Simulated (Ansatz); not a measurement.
Cost and result for the atomization energy of `Cl[SiH](Br)Br` (5 atoms, 4 bonds).

The species carries charge 0 and has multiplicity 1. Correlated methods include outer-core shells of Br, which these sets cover unevenly. Scalar relativity is left out up to krypton. All single points use the PBE0-D4/def2-TZVP geometry. Program: Ansatz. All runs use 4 threads of an Arm Neoverse V1 on a shared host. Times are those of one run each, without the atoms' runs, and a repeat can differ threefold. Electronic energies, without spin–orbit coupling; frozen cores. CCSD(T)/CBS adds CCSD(T) − MP2 in def2-TZVPP to the MP2 limit, and its time is that of the two runs behind it. T1 = 0.008. With those shells the extrapolation isn't a true limit.

CCSD(T)/CBS is a level of theory with its own doubt, some kJ/mol a heavy atom from the limit and from the frozen cores, so smaller differences don't rank the functionals.

| level | functions | wall time |
| --- | --- | --- |
| BLYP-D4/def2-TZVPP | 194 | 1.8 s |
| PBE-D4/def2-TZVPP (with forces) | 194 | 2.3 s |
| PBE0-D4/def2-TZVPP | 194 | 3.8 s |
| BHLYP-D4/def2-TZVPP | 194 | 3.9 s |
| CAM-B3LYP-D4/def2-TZVPP | 194 | 4.3 s |
| CCSD(T)/def2-SVP | 105 | 4.9 s |
| B2PLYP/def2-TZVPP | 194 | 6 s |
| r2SCANh-D4/def2-TZVPP | 194 | 7 s |
| ωB97X-V/def2-TZVPP | 194 | 9 s |
| ωB97M-V/def2-TZVPP (with forces) | 194 | 14 s |
| MP2/def2-QZVPP | 348 | 15 s |
| CCSD(T)/def2-TZVPP | 194 | 90 s |
| CCSD(T)/CBS(def2) | – | 100 s |

What atomization energy does each give, and how far from CCSD(T)/CBS? (Estimate.)

Ansatz gave: 
```tsv
level	atomization (kJ/mol)	difference from CCSD(T)/CBS	per bond
BLYP-D4/def2-TZVPP	1388.0	-64.5	-16.1
PBE-D4/def2-TZVPP (with forces)	1447.4	-5.1	-1.3
PBE0-D4/def2-TZVPP	1434.7	-17.8	-4.5
BHLYP-D4/def2-TZVPP	1379.6	-72.9	-18.2
CAM-B3LYP-D4/def2-TZVPP	1400.1	-52.4	-13.1
CCSD(T)/def2-SVP	1287.4	-165.1	-41.3
B2PLYP/def2-TZVPP	1392.9	-59.6	-14.9
r2SCANh-D4/def2-TZVPP	1443.4	-9.1	-2.3
ωB97X-V/def2-TZVPP	1439.6	-12.9	-3.2
ωB97M-V/def2-TZVPP (with forces)	1431.4	-21.1	-5.3
MP2/def2-QZVPP	1484.0	31.5	7.9
CCSD(T)/def2-TZVPP	1383.6	-68.9	-17.2
CCSD(T)/CBS(def2)	1452.5	0.0	0.0
```

From BLYP to BHLYP (50 % exact exchange), in def2-TZVPP and without D4, the atomization energy moves by +3.3 kJ/mol. Leaving LDA and LC-ωPBE aside and taking each functional with its dispersion term where it has one, the values, not all of them listed here, spread over 73.1 kJ/mol, from BHLYP-D4 to r2SCAN-D4. LDA lies +208.3 kJ/mol from PBE without D4, its usual overbinding. At CCSD(T), def2-SVP lies −165.1 kJ/mol from the extrapolated value and def2-TZVPP −69.0 kJ/mol: correlation converges slowly with the basis, and small sets miss more of it in the bonded molecule than in its fragments.
